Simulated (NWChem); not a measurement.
Species: AlSiH₄O₂Cl; SMILES [OH][Al]([Cl])[O][SiH3]

```xyz
9

Al    -0.4573     0.7024     0.0018
Cl     1.1869     1.9834     0.0084
O     -1.9847     1.4184    -0.0046
H     -2.8205     0.9501    -0.0100
O     -0.2332    -0.9671     0.0033
Si     0.3041    -2.5269     0.0020
H     -0.7372    -3.4154    -0.5966
H      0.5749    -2.9768     1.4006
H      1.5589    -2.6496    -0.7996
```
Atoms are numbered in this order, from 1.

Computed with NWChem. The geometry was optimised at PBE0/def2-SVP. B3LYP is NWChem's, with the RPA form of VWN correlation. Atomic charges in e: unrestrained fits to the electrostatic potential beside Mulliken populations; buried atoms are poorly determined by the fit.

Task: Predict the results for B3LYP/def2-SVP. Quantities: ESP Al1; Mulliken Al1; ESP Cl2; Mulliken Cl2; ESP O3; Mulliken O3; ESP O5; Mulliken O5; ESP Si6; Mulliken Si6; relative RMS misfit of the potential (%).

Result: 
| Quantity | Result |
|---|---|
| ESP Al1 | 1.04 |
| Mulliken Al1 | 0.85 |
| ESP Cl2 | -0.31 |
| Mulliken Cl2 | -0.27 |
| ESP O3 | -0.77 |
| Mulliken O3 | -0.44 |
| ESP O5 | -0.57 |
| Mulliken O5 | -0.60 |
| ESP Si6 | 0.59 |
| Mulliken Si6 | 0.64 |
| relative RMS misfit of the potential (%) | 29 |
